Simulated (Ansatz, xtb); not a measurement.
# B2Cl4F2: 3 structures ranked

3 gas-phase structures of B2Cl4F2, from a drawn sample of its isomers (lower ones may exist). Each was relaxed with GFN2-xTB:

A. `F[B@-]1(Cl)[Cl+][B@-](F)(Cl)[Cl+]1`, a singlet
B. `F[B-]1(F)[Cl+][B-](Cl)(Cl)[Cl+]1`, a singlet
C. `F[B@-]1(Cl)[Cl+][B@@-](F)(Cl)[Cl+]1`, a singlet

**Question.** Which do you expect lowest at r2SCAN-D4/def2-SVP, and how would the others follow?

**Answer.** Calculated order at r2SCAN-D4/def2-SVP: B (0.0), C (0.0), A (0.0) kcal/mol. Less than 1 kcal/mol parts B and C; C and A, so the order within those pairs means little.

Energies above the lowest of each column, in kcal/mol; the last columns are at PBE0-D4/def2-SVP geometries:

| structure | GFN2-xTB | HF/STO-3G | r2SCAN-D4/def2-SVP | PBE0-D4/def2-SVP | CCSD(T)/def2-SVP + ΔMP2/def2-TZVPP |
| --- | --- | --- | --- | --- | --- |
| B | 0.0 | 4.7 | 0.0 | 0.0 | 0.0 |
| C | 1.9 | 0.1 | 0.0 | 0.7 | 1.1 |
| A | 2.0 | 0.0 | 0.0 | 0.7 | 1.2 |

CCSD(T)/def2-SVP + ΔMP2/def2-TZVPP puts B lowest; HF/STO-3G picks A. Some further structures that were screened fall inside this span and aren't listed. ΔMP2 is the change of the MP2 energy from the smaller to the larger basis.

Programs: Ansatz 0.2.0, xtb 6.7.1.
